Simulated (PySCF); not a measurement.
**Vertical excitation energies**

Compound: (Cl)3Ti-O-SiH3 (singlet state).
Geometry (PBE0-D3(BJ)/def2-SVP, Å), atoms numbered from 1 in this order:
```
atom  x, y, z in Å
Ti1   -1.5710    0.2264    0.2962
Cl2   -2.3924   -1.6643    0.9936
Cl3   -1.6297    1.7077    1.8818
Cl4   -2.6470    0.9762   -1.4410
O5     0.0857   -0.0313   -0.1142
Si6    1.7356   -0.2713   -0.3613
H7     2.4361    0.0144    0.9206
H8     2.1805    0.6610   -1.4314
H9     1.9350   -1.6882   -0.7699
```

Method: TDDFT PBE0/def2-SVPD, vertical, gas phase, core orbitals frozen in the response (PySCF 2.14.0, density-fitted response routines). The geometry optimisation had not met its thresholds, so the values belong to a structure short of the stationary point.

**Question.** List the vertical singlet excitations with oscillator strengths and describe the spectrum.

**Answer.** 

```json
{"state": "S1", "E (eV)": "4.53", "E (hartree)": "0.1664", "f": "0.0015", "main configurations (H = HOMO, L = LUMO)": "H→L (54%), H-2/H-1→L (≥32%), H-2/H-1→L+1 (≥9%)"}
{"state": "S2", "E (eV)": "4.55", "E (hartree)": "0.1671", "f": "0.0011", "main configurations (H = HOMO, L = LUMO)": "H→L+1 (50%), H-2/H-1→L (≥27%), H-2/H-1→L+1 (≥19%)"}
{"state": "S3", "E (eV)": "4.58", "E (hartree)": "0.1682", "f": "0.0003", "main configurations (H = HOMO, L = LUMO)": "H-2/H-1→L+1 (≥53%), H-2/H-1→L (≥34%)"}
{"state": "S4", "E (eV)": "4.71", "E (hartree)": "0.1730", "f": "0.013", "main configurations (H = HOMO, L = LUMO)": "H-2/H-1→L (≥43%), H-2/H-1→L+1 (≥40%)"}
{"state": "S5", "E (eV)": "4.78", "E (hartree)": "0.1757", "f": "0.027", "main configurations (H = HOMO, L = LUMO)": "H→L (33%), H-2/H-1→L+1 (≥26%), H-2/H-1→L (≥19%)"}
{"state": "S6", "E (eV)": "4.79", "E (hartree)": "0.1761", "f": "0.027", "main configurations (H = HOMO, L = LUMO)": "H→L+1 (37%), H-2/H-1→L+1 (≥23%), H-2/H-1→L (≥18%)"}
{"state": "S7", "E (eV)": "5.24", "E (hartree)": "0.1924", "f": "0.0008", "main configurations (H = HOMO, L = LUMO)": "H-5→L (58%), H→L+2 (15%), H-3→L (11%)"}
{"state": "S8", "E (eV)": "5.26", "E (hartree)": "0.1934", "f": "0.0006", "main configurations (H = HOMO, L = LUMO)": "H-5→L+1 (56%), H→L+3 (15%)"}
{"state": "S9", "E (eV)": "5.31", "E (hartree)": "0.1952", "f": "0.0000", "main configurations (H = HOMO, L = LUMO)": "H-3→L (30%), H→L+3 (15%), H-6→L (13%)"}
{"state": "S10", "E (eV)": "5.34", "E (hartree)": "0.1962", "f": "0.0026", "main configurations (H = HOMO, L = LUMO)": "H→L+2 (65%), H-4→L (11%)"}
{"state": "S11", "E (eV)": "5.36", "E (hartree)": "0.1969", "f": "0.0017", "main configurations (H = HOMO, L = LUMO)": "H→L+3 (45%), H-2/H-1→L+2 (≥22%), H-4→L+1 (13%)"}
{"state": "S12", "E (eV)": "5.38", "E (hartree)": "0.1977", "f": "0.0002", "main configurations (H = HOMO, L = LUMO)": "H-2/H-1→L+2 (≥34%), H-2/H-1→L+3 (≥18%), H→L+3 (9%)"}
{"state": "S13", "E (eV)": "5.39", "E (hartree)": "0.1981", "f": "0.0016", "main configurations (H = HOMO, L = LUMO)": "H-2/H-1→L+2 (≥48%), H-3→L+1 (9%)"}
{"state": "S14", "E (eV)": "5.40", "E (hartree)": "0.1985", "f": "0.0014", "main configurations (H = HOMO, L = LUMO)": "H-2/H-1→L+3 (≥53%), H-2/H-1→L+2 (≥11%)"}
{"state": "S15", "E (eV)": "5.41", "E (hartree)": "0.1988", "f": "0.0010", "main configurations (H = HOMO, L = LUMO)": "H-2/H-1→L+3 (≥48%), H-4→L (11%)"}
```

Triplets (Tamm–Dancoff): T1 4.25 eV, H→L (82%); T2 4.28 eV, H→L+1 (80%); T3 4.44 eV, H-2/H-1→L (≥62%), H-2/H-1→L+1 (≥24%).

The lowest singlet lies at 4.53 eV (274 nm, ultraviolet) and is very weak; its leading configuration is HOMO→LUMO (54%). The largest oscillator strength of a single state is 0.027. S14/S15 lie within about 0.01 eV of each other. For S1 the Löwdin share of titanium is at most 1% in HOMO and 76% in LUMO (ligand-to-metal charge transfer by this measure). Weighted by f, the mean energy of these states is 4.84 eV. Of the 15 states listed, 3 reach f = 0.01 and 3 stay under 0.0005. The oscillator strengths of these states sum to 0.080; summed over the whole spectrum of an exact calculation they would give the number of electrons, 98 (Thomas–Reiche–Kuhn). All these states lie below the vertical ionisation energy of 11.12 eV (ΔSCF). Orbitals of the list HOMO-3 to LUMO+2 that lie within 0.01 eV of each other are written together with a slash and their weights summed (≥ marks a lower bound); for degenerate orbitals outside that list single weights are arbitrary. Only the lowest 15 singlets were computed, as vertical energies without vibronic structure.
